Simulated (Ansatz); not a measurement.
Born–Oppenheimer molecular dynamics of C2H7ClO2Si (13 atoms, charge 0, multiplicity 1). It starts from a relaxed structure.

Method: RKS PBE-D4/STO-3G in Ansatz.

```yaml
ensemble: NVT, Langevin thermostat
time_step: 1 fs
steps_asked: 166
set_temperature: 100 K
friction: 0.005 /fs
seed: 649931
```

Frames 1 fs apart, positions in Å, forces in eV/Å.

Velocities at 50 fs (Å/ps):

```
Si 1.53 -1.05 -0.54
O 2.11 0.97 -1.32
C 0.40 -0.18 -0.97
H 5.91 9.77 3.88
H 0.27 0.55 12.69
H 5.41 0.01 1.12
H -9.33 -6.68 12.39
Cl 0.04 -0.51 0.03
O -0.64 -0.79 -3.10
C -0.98 0.44 -1.90
H -5.01 -4.19 -1.85
H -1.17 9.29 6.69
H 14.04 2.59 16.07
```

```xyz
13
Properties=species:S:1:pos:R:3:forces:R:3 time_fs=50 energy_less_start_eV=0.072 T=54
Si 0.058 -0.213 0.170 0.28 -0.13 -0.71
O 0.317 -0.009 1.839 -0.41 0.04 0.42
C -0.931 -0.124 2.641 0.44 -0.42 0.32
H -1.327 -1.184 2.666 0.06 0.50 -0.04
H -0.625 0.143 3.686 -0.22 -0.04 -0.20
H -1.752 0.571 2.322 0.19 -0.14 -0.08
H 1.307 0.185 -0.488 -0.18 -0.09 0.21
Cl -1.543 1.081 -0.416 -0.13 0.07 -0.06
O -0.258 -1.785 -0.453 0.03 -0.09 -0.03
C -1.621 -2.281 -0.143 0.63 1.07 0.48
H -1.657 -2.769 0.855 -0.15 -0.14 0.16
H -2.337 -1.438 -0.179 -0.52 0.11 0.17
H -1.927 -2.995 -0.907 -0.03 -0.74 -0.64
13
Properties=species:S:1:pos:R:3:forces:R:3 time_fs=51 energy_less_start_eV=0.081 T=48
Si 0.059 -0.214 0.169 -0.07 -0.25 -0.52
O 0.319 -0.008 1.838 -0.44 0.02 0.46
C -0.930 -0.125 2.641 0.82 0.01 0.74
H -1.321 -1.172 2.670 -0.10 0.06 -0.07
H -0.625 0.144 3.697 -0.29 -0.10 -0.59
H -1.746 0.570 2.322 0.07 -0.05 -0.12
H 1.298 0.178 -0.475 0.16 0.03 0.01
Cl -1.543 1.081 -0.415 -0.11 0.06 -0.06
O -0.259 -1.786 -0.456 0.04 -0.04 0.02
C -1.622 -2.280 -0.145 0.63 1.52 1.02
H -1.664 -2.775 0.854 -0.09 -0.04 0.10
H -2.341 -1.429 -0.172 -0.35 -0.17 0.09
H -1.913 -2.997 -0.894 -0.26 -1.03 -1.08
13
Properties=species:S:1:pos:R:3:forces:R:3 time_fs=52 energy_less_start_eV=0.084 T=47
Si 0.060 -0.215 0.169 -0.39 -0.36 -0.33
O 0.320 -0.007 1.837 -0.44 0.00 0.46
C -0.929 -0.125 2.641 1.07 0.44 0.92
H -1.317 -1.159 2.674 -0.27 -0.43 -0.08
H -0.628 0.144 3.703 -0.30 -0.11 -0.76
H -1.740 0.568 2.320 -0.03 0.03 -0.14
H 1.290 0.171 -0.461 0.48 0.13 -0.18
Cl -1.544 1.080 -0.415 -0.09 0.05 -0.06
O -0.259 -1.787 -0.459 0.02 0.00 0.08
C -1.622 -2.279 -0.146 0.43 1.46 1.08
H -1.671 -2.781 0.853 -0.02 0.06 0.02
H -2.347 -1.421 -0.163 -0.16 -0.43 0.00
H -1.902 -3.009 -0.892 -0.31 -0.85 -1.02
13
Properties=species:S:1:pos:R:3:forces:R:3 time_fs=53 energy_less_start_eV=0.075 T=55
Si 0.061 -0.216 0.168 -0.57 -0.40 -0.18
O 0.321 -0.007 1.837 -0.40 -0.02 0.44
C -0.926 -0.126 2.641 1.13 0.66 0.84
H -1.314 -1.151 2.675 -0.36 -0.74 -0.09
H -0.632 0.143 3.702 -0.24 -0.08 -0.67
H -1.734 0.565 2.317 -0.10 0.10 -0.15
H 1.289 0.165 -0.451 0.67 0.20 -0.30
Cl -1.544 1.080 -0.415 -0.06 0.04 -0.05
O -0.260 -1.788 -0.463 -0.01 0.05 0.15
C -1.622 -2.276 -0.146 0.11 0.89 0.63
H -1.679 -2.787 0.851 0.06 0.13 -0.01
H -2.355 -1.417 -0.155 -0.01 -0.60 -0.10
H -1.892 -3.030 -0.900 -0.20 -0.23 -0.50
13
Properties=species:S:1:pos:R:3:forces:R:3 time_fs=54 energy_less_start_eV=0.067 T=58
Si 0.062 -0.218 0.167 -0.58 -0.37 -0.13
O 0.321 -0.006 1.837 -0.35 -0.05 0.42
C -0.923 -0.126 2.643 0.93 0.55 0.50
H -1.315 -1.150 2.676 -0.33 -0.73 -0.09
H -0.638 0.142 3.696 -0.12 0.01 -0.37
H -1.729 0.563 2.312 -0.13 0.12 -0.13
H 1.294 0.162 -0.444 0.67 0.21 -0.32
Cl -1.545 1.079 -0.415 -0.04 0.02 -0.05
O -0.261 -1.788 -0.467 -0.04 0.11 0.23
C -1.622 -2.273 -0.145 -0.15 0.11 -0.01
H -1.686 -2.790 0.849 0.14 0.15 0.02
H -2.364 -1.420 -0.147 0.05 -0.62 -0.19
H -1.884 -3.053 -0.912 -0.06 0.48 0.13
13
Properties=species:S:1:pos:R:3:forces:R:3 time_fs=55 energy_less_start_eV=0.069 T=59
Si 0.063 -0.220 0.166 -0.42 -0.28 -0.17
O 0.322 -0.005 1.837 -0.29 -0.08 0.38
C -0.919 -0.126 2.645 0.51 0.20 -0.02
H -1.320 -1.156 2.677 -0.18 -0.43 -0.10
H -0.645 0.141 3.687 0.06 0.13 0.10
H -1.726 0.562 2.306 -0.09 0.07 -0.09
H 1.305 0.160 -0.442 0.49 0.16 -0.25
Cl -1.546 1.079 -0.415 0.00 0.01 -0.04
O -0.262 -1.789 -0.471 -0.06 0.19 0.30
C -1.621 -2.270 -0.143 -0.25 -0.63 -0.49
H -1.691 -2.792 0.847 0.21 0.15 0.06
H -2.372 -1.430 -0.141 0.01 -0.47 -0.27
H -1.876 -3.070 -0.922 0.01 0.98 0.58
13
Properties=species:S:1:pos:R:3:forces:R:3 time_fs=56 energy_less_start_eV=0.074 T=58
Si 0.064 -0.221 0.165 -0.16 -0.16 -0.25
O 0.322 -0.004 1.838 -0.21 -0.11 0.34
C -0.914 -0.126 2.647 0.00 -0.24 -0.53
H -1.326 -1.165 2.676 0.01 -0.01 -0.09
H -0.653 0.141 3.679 0.21 0.23 0.53
H -1.723 0.561 2.301 -0.02 0.00 -0.04
H 1.320 0.159 -0.442 0.21 0.08 -0.12
Cl -1.546 1.079 -0.415 0.03 -0.01 -0.04
O -0.264 -1.789 -0.475 -0.05 0.28 0.36
C -1.621 -2.268 -0.143 -0.18 -1.17 -0.71
H -1.693 -2.794 0.844 0.25 0.15 0.09
H -2.380 -1.446 -0.138 -0.10 -0.20 -0.31
H -1.867 -3.077 -0.927 0.01 1.17 0.76
13
Properties=species:S:1:pos:R:3:forces:R:3 time_fs=57 energy_less_start_eV=0.074 T=59
Si 0.065 -0.223 0.164 0.12 -0.03 -0.33
O 0.322 -0.003 1.839 -0.11 -0.13 0.28
C -0.909 -0.126 2.649 -0.46 -0.56 -0.83
H -1.332 -1.175 2.672 0.20 0.38 -0.06
H -0.659 0.143 3.678 0.30 0.25 0.73
H -1.720 0.562 2.294 0.06 -0.08 0.03
H 1.337 0.158 -0.444 -0.11 -0.01 0.02
Cl -1.548 1.079 -0.415 0.06 -0.03 -0.03
O -0.266 -1.790 -0.480 -0.02 0.37 0.39
C -1.621 -2.266 -0.142 -0.05 -1.42 -0.65
H -1.693 -2.796 0.843 0.28 0.16 0.12
H -2.388 -1.463 -0.139 -0.22 0.08 -0.31
H -1.859 -3.073 -0.923 -0.06 1.02 0.65
13
Properties=species:S:1:pos:R:3:forces:R:3 time_fs=58 energy_less_start_eV=0.066 T=62
Si 0.066 -0.225 0.162 0.38 0.10 -0.38
O 0.321 -0.002 1.840 0.00 -0.16 0.20
C -0.905 -0.127 2.650 -0.74 -0.66 -0.81
H -1.335 -1.181 2.668 0.31 0.61 -0.02
H -0.662 0.147 3.683 0.30 0.19 0.61
H -1.715 0.563 2.288 0.11 -0.14 0.09
H 1.353 0.157 -0.446 -0.39 -0.09 0.14
Cl -1.549 1.079 -0.415 0.10 -0.04 -0.02
O -0.268 -1.790 -0.484 0.02 0.43 0.41
C -1.620 -2.266 -0.142 0.04 -1.21 -0.35
H -1.691 -2.796 0.842 0.29 0.15 0.15
H -2.399 -1.479 -0.143 -0.24 0.24 -0.27
H -1.853 -3.060 -0.912 -0.17 0.58 0.27
13
Properties=species:S:1:pos:R:3:forces:R:3 time_fs=59 energy_less_start_eV=0.062 T=63
Si 0.068 -0.227 0.161 0.54 0.20 -0.38
O 0.321 -0.001 1.841 0.11 -0.18 0.10
C -0.901 -0.128 2.651 -0.79 -0.47 -0.47
H -1.334 -1.181 2.664 0.32 0.60 0.02
H -0.663 0.154 3.694 0.23 0.05 0.21
H -1.710 0.564 2.284 0.11 -0.17 0.12
H 1.366 0.156 -0.448 -0.58 -0.14 0.22
Cl -1.550 1.078 -0.415 0.12 -0.06 -0.02
O -0.270 -1.789 -0.487 0.05 0.47 0.40
C -1.619 -2.267 -0.142 0.05 -0.63 0.11
H -1.686 -2.795 0.842 0.27 0.16 0.17
H -2.413 -1.492 -0.152 -0.11 0.26 -0.20
H -1.848 -3.042 -0.898 -0.31 -0.08 -0.29
13
Properties=species:S:1:pos:R:3:forces:R:3 time_fs=60 energy_less_start_eV=0.074 T=55
Si 0.069 -0.228 0.159 0.56 0.27 -0.30
O 0.321 -0.001 1.842 0.23 -0.20 -0.01
C -0.898 -0.129 2.651 -0.66 -0.11 -0.02
H -1.330 -1.174 2.659 0.24 0.36 0.07
H -0.662 0.161 3.707 0.13 -0.11 -0.27
H -1.702 0.563 2.281 0.04 -0.13 0.13
H 1.372 0.154 -0.447 -0.64 -0.16 0.24
Cl -1.550 1.077 -0.415 0.15 -0.07 -0.02
O -0.272 -1.788 -0.490 0.07 0.48 0.39
C -1.618 -2.269 -0.142 -0.01 0.03 0.55
H -1.679 -2.794 0.844 0.23 0.17 0.14
H -2.427 -1.502 -0.164 0.10 0.19 -0.10
H -1.845 -3.025 -0.888 -0.43 -0.73 -0.81
13
Properties=species:S:1:pos:R:3:forces:R:3 time_fs=61 energy_less_start_eV=0.088 T=44
Si 0.071 -0.230 0.157 0.47 0.30 -0.16
O 0.321 -0.001 1.843 0.33 -0.21 -0.13
C -0.896 -0.130 2.651 -0.43 0.30 0.37
H -1.324 -1.164 2.655 0.09 0.00 0.12
H -0.660 0.167 3.717 0.04 -0.24 -0.65
H -1.695 0.561 2.279 -0.07 -0.05 0.10
H 1.372 0.150 -0.443 -0.57 -0.13 0.19
Cl -1.551 1.077 -0.414 0.17 -0.07 -0.02
O -0.273 -1.787 -0.493 0.07 0.48 0.37
C -1.618 -2.270 -0.141 -0.12 0.39 0.68
H -1.672 -2.791 0.848 0.17 0.18 0.09
H -2.440 -1.510 -0.178 0.29 0.12 0.02
H -1.847 -3.015 -0.887 -0.44 -1.06 -0.99
```

Of the whole run (166 fs, mean temperature of the second half 86 K): The mean temperature of the second half is 14 % below the set value. A run of 0.17 ps of so small a system gives no equilibrium averages. Limits of this set-up: minimal basis.

Run time: 9.2 min on 1 thread of Arm Neoverse V1, on a shared host, peak memory 0.1 GiB.
